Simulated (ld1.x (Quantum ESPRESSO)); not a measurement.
## What one change does to a pseudopotential (Co, PAW)

```
Element                 : Co (Z = 27)
Generator               : ld1.x (Quantum ESPRESSO) 7.5
Type                    : PAW
Functional              : PBE
Relativity              : scalar-relativistic
Frozen core             : [Ne]
Valence charge          : 17
Reference configuration : 3s2 3p6 3d7.5 4s1.5 4p0
Partial waves           : 3s (bound): rcut 1.05, rcutus 1.15 bohr; 4s (bound): rcut 1.05, rcutus 1.15 bohr; 3p (bound): rcut 1.15, rcutus 1.30 bohr; 4p (bound, empty): rcut 1.15, rcutus 1.30 bohr; 3d (bound): rcut 1.35, rcutus 1.80 bohr; 3d channel at 4.85 Ry: rcut 1.35, rcutus 1.80 bohr
Local potential         : all-electron potential smoothed inside 1.45 bohr (lloc = -1)
Core correction         : a·sin(br)/r model core, default radius (ld1.x builds one for every PAW set, though the input has nlcc=.false.)
Augmentation charge     : BESSEL, radius 1.05 bohr
```

All-electron outer shells of the reference configuration (PBE, scalar-relativistic, ld1.x):

```json
{"shell": "2s", "level (eV)": "-896.10", "outermost node (bohr)": "0.08", "outermost maximum (bohr)": "0.21"}
{"shell": "2p", "level (eV)": "-767.07", "outermost node (bohr)": "–", "outermost maximum (bohr)": "0.17"}
{"shell": "3s", "level (eV)": "-99.81", "outermost node (bohr)": "0.31", "outermost maximum (bohr)": "0.67"}
{"shell": "3p", "level (eV)": "-63.12", "outermost node (bohr)": "0.28", "outermost maximum (bohr)": "0.68"}
{"shell": "3d", "level (eV)": "-6.04", "outermost node (bohr)": "–", "outermost maximum (bohr)": "0.67"}
{"shell": "4s", "level (eV)": "-4.89", "outermost node (bohr)": "0.96", "outermost maximum (bohr)": "2.38"}
{"shell": "4p", "level (eV)": "-1.03", "outermost node (bohr)": "1.06", "outermost maximum (bohr)": "3.46"}
```

Change: all radii but the core radius scaled by about 1.21 (s 1.40, p 1.58, d 2.18 bohr, rcut 1.28/1.40/1.64); local potential all-electron potential smoothed inside 1.76 bohr (lloc = -1); augmentation BESSEL, radius 1.28 bohr.

Cutoffs: the cutoffs (Ry, on a coarse ladder) from which the occupation-weighted sum of valence levels, in a spherical-Bessel basis at the reference potential, stays within 10 and 1 mRy of its value at 400 Ry; they do not see the model core or the augmentation charge, which bear on the density cutoff. Errors are all-electron minus pseudo energies relative to the spin-unpolarised reference configuration.

**Question.** What does the change do?

**Answer.** The potential gets softer (55 Ry and 90 Ry → 45 Ry and 70 Ry); the number of tests with a reliable result goes from 7 to 0 (the test run of the changed file stopped, so its transferability is not established); neither file shows a bound ghost. A larger radius leaves more room for a smooth pseudo-wave, so fewer plane waves are needed.

```tsv
quantity	base	changed
cutoff, loose	55 Ry	45 Ry
cutoff, tight	90 Ry	70 Ry
loose cutoff by channel (10 mRy a level)	s 35 Ry, p 40 Ry, d 30 Ry	s 40 Ry, p 30 Ry, d 18 Ry
bound ghosts	none	none
tests with a reliable result	7 of 7	0 of 7 (the test run stopped)
lowest overlap eigenvalue by channel	s 0.26, p 0.16, d 0.83	s 0.11, p 0.09, d 0.87
```
